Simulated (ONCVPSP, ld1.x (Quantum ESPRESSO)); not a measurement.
Pseudopotentials across the periodic table

Generated with ld1.x 7.5 (TM, RRKJ, ultrasoft, PAW), atompaw 4.2 or ONCVPSP 4.0.1. The cutoff is in Ry: for ld1.x and atompaw files where the sum of valence levels is converged to 10 mRy in a Bessel basis, for ONCV files where the hardest occupied wave has 1 mHa per electron of residual kinetic energy. The error is the largest all-electron minus pseudo excitation energy over each file’s own four to seven test configurations (ionisations up to +4, promotions, holes and added fractions of an electron), all of which were solved. The labels leave out finer settings (local radius, basis sizes, second energies), which also bear on the numbers. Spin-polarised tests are not counted. The rows are a selection from randomly drawn settings: files with unsolved tests, undetermined cutoffs or missed reference levels are left out.

A true bound ghost makes a file unfit for plane-wave use even where its test errors are small: the radial tests pick states by their node count and pass the ghost by.

```csv
element,potential,cutoff (Ry),largest error (meV),bound ghosts
Be,"PAW, LDA (PZ), non-relativistic, rc 2.10/4.20/3.10 (spd), local smoothed, core correction yes, reference 2s2 2p0",6,-2.5,none
Be,"ONCV, PBE, non-relativistic, rc 0.65/0.55/0.70 (spd), local smoothed, core correction no, reference 1s2 2s2, qcut 21.5/13.6/15.2, projectors 2/1/2",310,+1.3,none
F,"PAW, BLYP, scalar-relativistic, rc 0.75/1.05 (sp), local smoothed, core correction yes, reference 2s2 2p5",70,+21,none
P,"ONCV, Wu-Cohen, non-relativistic, rc 0.68/0.75 (sp), local smoothed, core correction yes, reference 2s2 2p6 3s2 3p2.75, qcut 9.9/14.2, projectors 2/2",421,-384,none
Sc,"RRKJ, PBE, scalar-relativistic, rc 2.45/4.05/1.20 (spd), local s, core correction yes, reference 3d1 4s1.5 4p0",90,-547,none
Mo,"ONCV, PBE, scalar-relativistic, rc 1.90/1.80/1.50 (spd), local d, core correction no, reference 4s2 4p6 4d4, qcut 8.2/5.9/6.7, projectors 2/3/0",39,-123,p
Lu,"ONCV, PBE, fully relativistic, rc 2.00/1.60/2.05/1.15 (spdf), local smoothed, core correction no, reference 4f13.5 5s2 5p6 5d1.5 6s2, qcut 6/8/5.4/13.3, projectors 3/1/3/2",173,+253,"s, p3/2, p1/2"
```

Problem. Fill in the row for As: ONCV, PBE, scalar-relativistic, rc 1.10/1.20/0.60 (spd), local smoothed, core correction yes, reference 3s2 3p6 3d10 4s2 4p3, qcut 8.5/12.4/17.5, projectors 2/2/2.

Solution. cutoff 1188 Ry, largest error -6.0 meV, bound ghosts: none.

Problem. Fill in the row for Ne: TM, PBE, scalar-relativistic, rc 0.48/0.78/0.78 (spd), local smoothed, core correction yes, reference 2s2 2p6.

Solution. cutoff 300 Ry, largest error +261 meV, bound ghosts: none.
